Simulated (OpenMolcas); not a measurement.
# Ni3+: moving or changing the point charges

Ni3+ among 6 point charges of -2 e arranged as an octahedron (Oh), 1.66 Å from the ion.
```
   1.6600    0.0000    0.0000  -2.00
   0.0000    1.6600    0.0000  -2.00
  -1.6600    0.0000    0.0000  -2.00
   0.0000   -1.6600    0.0000  -2.00
   0.0000    0.0000    1.6600  -2.00
   0.0000    0.0000   -1.6600  -2.00
```

```json
{
  "Program": "OpenMolcas",
  "Method": "CASSCF",
  "Basis": "ANO-RCC-VDZP [5s4p2d1f]",
  "Scalar Hamiltonian": "DKH2, point nucleus",
  "Active space": "7 electrons in 5 orbitals (3d)",
  "State averaging": "2S+1 = 4 even, 10 roots; 2S+1 = 2 even, 40 roots",
  "Spin-orbit coupling": "RASSI with atomic mean-field integrals over the reference wave functions"
}
```

Runs around this geometry, states (labels of O, the rotations of Oh). Energies in cm-1 above the lowest state or level, χT in cm3 K/mol; under a threefold ground state the first gap can be a small split of the lowest multiplet, not the spin-orbit step; 10Dq and B are least-squares fits to the states below 45000 cm-1, weighted by degeneracy, with a free offset, and given where the rms deviation is under 5 % of |10Dq| (or 100 cm-1) and under 700 cm-1.

```tsv
R (Å)	q (e)	Ground state	First state of that spin	10Dq	B (rms of fit)	First gap with spin-orbit (degeneracies)	χT at 300 K	First state of another spin
1.66	-1	4T1	4T2 3093	3454	1407 (129)	445.9 (2, 4)	4.039	2E 21218
1.52	-2	4T1	4T2 9328	10009	1394 (421)	500.1 (2, 4)	3.495	2E 16404
1.66	-2	4T1	4T2 6338	6878	1405 (275)	497.8 (2, 4)	3.646	2E 18922
1.82	-2	4T1	4T2 4202	4628	1407 (161)	475.8 (2, 4)	3.851	2E 20579
```

Taking |10Dq| as R^-n, n = -ln(4628 / 10009) / ln(1.82 / 1.52) = 4.3 between the shortest and longest distance. The point-charge formula for a cubic d site gives n = 5.

Scaling the charges by -1 / -2 = 0.50 scales |10Dq| by 3454 / 6878 = 0.50; with fixed orbitals a first-order splitting would follow the charge.

An orbital triplet at a regular site is open to Jahn-Teller coupling, which can distort the site and quench the lowest spin-orbit gaps and is left out. Without dynamic correlation the repulsion within the d shell is too large (B by tens of per cent), so at a given field states of lower spin stand too high. Point charges give a weaker field than real ligands, and real ions of this kind are often low spin; the high spin found here belongs to the model. This field is weak: 10Dq is about 3454 cm-1, while octahedral complexes of 3d ions of charge 3 and more, computed by the same method with explicit ligands, had a median near 15000 cm-1. Ground spin and moment need not be those of a real site (figures for R = 1.66, q = -1; the like holds for R = 1.66, q = -2, R = 1.82, q = -2). Point charges carry no covalency, so the field is a model and not that of real ligands. No measured value stands beside these numbers.
